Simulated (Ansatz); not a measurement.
A first, cheap relaxation of CH4AlClSi (`[Cl][Al]1[CH2][SiH2]1`).

```yaml
crystal:
  periodic: [false, false, false]
  atoms:
    - {symbol: Cl, position_ang: [-3.118300, 1.450800, 0.672900]}
    - {symbol: Al, position_ang: [-1.206300, 0.776500, -0.057500]}
    - {symbol: C, position_ang: [0.696900, 0.561500, 0.229500]}
    - {symbol: Si, position_ang: [0.307000, -1.083000, -0.460600]}
    - {symbol: H, position_ang: [1.041700, 0.510400, 1.290000]}
    - {symbol: H, position_ang: [1.383200, 1.159700, -0.437900]}
    - {symbol: H, position_ang: [0.700700, -1.290700, -1.841500]}
    - {symbol: H, position_ang: [0.287200, -2.142300, 0.549300]}
basis:
  gaussian: {orbitals: def2-SVP}
hamiltonian: {xc: pbe, dispersion: d4}
relax: {f_tol: 0.03, max_steps: 200}
```

```sh
$ ansatz run in.yaml --threads 2 --pin off --events-out ev --progress --plain --max-ram 4352MiB
```

Shortened log:

```
Functional definition: PBE
mean field -28075.39741337 eV, -1031.7518247535 hartree, gradient 5.0e-5 eV, S^2 0.000000; 1 other end points of the search recorded, 0 dependent functions left out
relax step   1: F+E_penalty+E_count = -28075.57757412 eV  Δ(F+E_penalty+E_count) = +0.000e0 eV  max|allowed force component| = 2.644e0 eV/Å  Δτ_max = 0.0000 Å  (42 SCF iters, accepted)
mean field -28075.92621692 eV, -1031.7712579256 hartree, gradient 2.3e-5 eV, S^2 0.000000; 0 other end points of the search recorded, 0 dependent functions left out
relax step   2: F+E_penalty+E_count = -28076.10611284 eV  Δ(F+E_penalty+E_count) = -5.285e-1 eV  max|allowed force component| = 1.049e0 eV/Å  Δτ_max = 0.1823 Å  (34 SCF iters, accepted)
mean field -28075.99451799 eV, -1031.7737679435 hartree, gradient 2.3e-5 eV, S^2 0.000000; 0 other end points of the search recorded, 0 dependent functions left out
relax step   3: F+E_penalty+E_count = -28076.17393950 eV  Δ(F+E_penalty+E_count) = -6.783e-2 eV  max|allowed force component| = 3.800e-1 eV/Å  Δτ_max = 0.0858 Å  (28 SCF iters, accepted)
mean field -28075.97449349 eV, -1031.7730320567 hartree, gradient 2.0e-5 eV, S^2 0.000000; 0 other end points of the search recorded, 0 dependent functions left out
relax step   4: F+E_penalty+E_count = -28076.15405970 eV  Δ(F+E_penalty+E_count) = +1.988e-2 eV  max|allowed force component| = 3.368e-1 eV/Å  Δτ_max = 0.1240 Å  (27 SCF iters, rejected (line search))
mean field -28076.01055464 eV, -1031.7743572795 hartree, gradient 2.2e-5 eV, S^2 0.000000; 0 other end points of the search recorded, 0 dependent functions left out
relax step   5: F+E_penalty+E_count = -28076.18987249 eV  Δ(F+E_penalty+E_count) = -1.593e-2 eV  max|allowed force component| = 5.876e-2 eV/Å  Δτ_max = 0.0605 Å  (28 SCF iters, accepted)
mean field -28076.01516700 eV, -1031.7745267807 hartree, gradient 2.5e-5 eV, S^2 0.000000; 0 other end points of the search recorded, 0 dependent functions left out
relax step   6: F+E_penalty+E_count = -28076.19446451 eV  Δ(F+E_penalty+E_count) = -4.592e-3 eV  max|allowed force component| = 1.073e-1 eV/Å  Δτ_max = 0.0684 Å  (28 SCF iters, accepted)
mean field -28076.01924468 eV, -1031.7746766325 hartree, gradient 2.2e-5 eV, S^2 0.000000; 0 other end points of the search recorded, 0 dependent functions left out
relax step   7: F+E_penalty+E_count = -28076.19826013 eV  Δ(F+E_penalty+E_count) = -3.796e-3 eV  max|allowed force component| = 5.261e-2 eV/Å  Δτ_max = 0.0523 Å  (28 SCF iters, accepted)
mean field -28076.02017490 eV, -1031.7747108176 hartree, gradient 1.9e-5 eV, S^2 0.000000; 0 other end points of the search recorded, 0 dependent functions left out
relax step   8: F+E_penalty+E_count = -28076.19921925 eV  Δ(F+E_penalty+E_count) = -9.591e-4 eV  max|allowed force component| = 2.889e-2 eV/Å  Δτ_max = 0.0199 Å  (28 SCF iters, accepted)
mean field -28076.02017490 eV, -1031.7747108176 hartree, gradient 1.9e-5 eV, S^2 0.000000; 1 other end points of the search recorded, 0 dependent functions left out
Total energy: -28076.19925676 eV, -1031.7812919547 hartree
Atom 0 at    -3.040878     1.707645     0.509249 Å, force     0.020879    -0.010803    -0.003774 eV/Å
Atom 1 at    -1.293013     0.581375     0.135949 Å, force    -0.024655     0.005036     0.002080 eV/Å
Atom 2 at     0.645744     0.610740     0.336311 Å, force     0.010193    -0.007563     0.000541 eV/Å
Atom 3 at     0.173091    -1.128417    -0.494802 Å, force     0.016042     0.028887    -0.011986 eV/Å
Atom 4 at     1.215572     0.592814     1.288526 Å, force    -0.000761    -0.005061    -0.021080 eV/Å
Atom 5 at     1.176825     1.275430    -0.383131 Å, force    -0.013466    -0.007370     0.020206 eV/Å
Atom 6 at     0.786587    -1.382815    -1.848975 Å, force    -0.005262    -0.012078     0.011922 eV/Å
Atom 7 at     0.428171    -2.313872     0.401073 Å, force    -0.002969     0.008952     0.002091 eV/Å
Dipole moment:     0.145711     0.033993     0.014266 e Å
```

Hardware: 2 threads of an Arm Neoverse V1 on a shared host. Wall time 15 s, peak host memory 0.15 GiB.
